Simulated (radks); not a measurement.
Task: Excited configurations of neutral thallium: one electron is placed in a higher orbital outside [Hg]. The ground configuration is [Hg] 6p1. Method: Dirac Kohn-Sham, PBEsol, spin-unpolarised, spherical densities, point nucleus; open shells fill j = l - 1/2 first; computed with a radial shooting solver on a logarithmic mesh with Libxc functionals. Excitation = E - E(ground); binding = E(ion) - E, where the ion is the core of charge +1; n* = 1/sqrt(2 binding) in atomic units, and the quantum defect is n - n*.

outer orbital  excitation (eV)  binding (eV)     n*  quantum defect  eigenvalue (eV)  <r> (bohr)
5f5/2                    5.052         0.901  3.886           1.114           -0.429       17.51
6d3/2                    4.352         1.601  2.915           3.085           -0.705       9.991
6f5/2                    5.332         0.621  4.682           1.318           -0.359       29.67
7s1/2                    3.144         2.809  2.201           4.799           -1.628       7.592
7p1/2                    3.959         1.994  2.612           4.388           -1.107       9.845
7f5/2                    5.505         0.448  5.510           1.490           -0.280       44.45

Estimate the row for 7d3/2.

Result: excitation (eV) 4.943; binding (eV) 1.010; n* 3.670; quantum defect 3.330; eigenvalue (eV) -0.555; <r> (bohr) 18.87. The Delta-SCF ionisation energy is 5.953 eV (NIST Atomic Spectra Database: 6.108 eV, measured). Self-interaction in the functional shifts the binding energies and quantum defects, so they are the method's values and not measured ones. Spin polarisation and multiplet splitting are left out, so open shells lie too high by an amount that depends on their filling.

Beside tabulated values, note that spin-unpolarised runs miss the spin-polarisation part of the exchange energy of open shells.
